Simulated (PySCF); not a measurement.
# 31P chemical shifts

All values are calculated (PySCF): NMR shieldings at PBE0/pcSseg-1/GIAO, geometry from GFN2-xTB. One averaged value for each set of equivalent atoms, no solvent, single conformer, relativity neglected.

Shieldings were converted by a linear fit to measured shifts: 31P: δ = 270.09 − 0.828σ (rms 18.1 ppm, 64 shifts vs H3PO4, solution or neat liquid). A few per cent of atoms miss by over 2 rms, more outside the fitted compound classes.

**Question.** Give the 31P shifts of `C[Si](C)(C)C[P@](C)(=O)O`, `FC(F)=C(F)P1C=C1C(F)(F)F`.

**Answer.** 
```
                compound                                     environment  δ (ppm)
C[Si](C)(C)C[P@](C)(=O)O                   phosphorus bonded to 2 C, 2 O     40.2
FC(F)=C(F)P1C=C1C(F)(F)F  phosphorus bonded to 3 C, in a 3-membered ring   -163.9
```

**Question.** Match the shifts 187.7, 28.9, -13.0, -177.8 ppm to `CC#P`, `C#CP`, `c1cncpc1`, `CC(C)[P@](=O)(CO)C[SiH3]`.

**Answer.** 187.7: c1cncpc1 (phosphorus bonded to 2 C, in a 6-membered ring); 28.9: CC(C)[P@](=O)(CO)C[SiH3] (phosphorus bonded to 3 C, O); -13.0: CC#P (phosphorus bonded to C); -177.8: C#CP (phosphorus bonded to C, 2 H).
